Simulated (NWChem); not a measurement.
System: C$_{2}$H$_{7}$B; SMILES BCC

Input file for NWChem:

```
start job
memory heap 200 mb stack 900 mb global 1100 mb
geometry units angstroms noautoz
  B     -0.276465    -1.433476    -0.010825
  H      0.289713    -2.478522     0.225417
  H     -1.440770    -1.474763    -0.348749
  C      0.512154    -0.095326     0.027354
  C     -0.255781     1.220062     0.019260
  H      1.100316    -0.205291    -0.916293
  H      1.297563    -0.114406     0.803561
  H     -0.807286     1.362915     0.961762
  H     -0.997885     1.246012    -0.793761
  H      0.406094     2.091372    -0.105093
end
basis spherical
  * library def2-svpd
end
dft
  xc xcamb88 1.00 lyp 0.81 vwn_5 0.19 hfexch 1.00
  cam 0.33 cam_alpha 0.19 cam_beta 0.46
  iterations 150
end
tddft
  cis
  nroots 6
  notriplet
end
task tddft energy
```

All runs use the structure optimised with PBE0/def2-SVP.

Vertical excitations in the gas phase.

Question: What results follow from this input? (CAM-B3LYP/def2-SVPD, TDA.) Quantities: lowest excitation, singlet (eV); lowest state with f > 0.02, singlet (eV); oscillator strength of that bright state; orbital gap (eV).

Answer: The lowest excitation, singlet (eV) is 5.88 and the lowest state with f > 0.02, singlet (eV) comes out as 7.89. The oscillator strength of that bright state comes out as 0.050 and the orbital gap (eV) is 10.13.
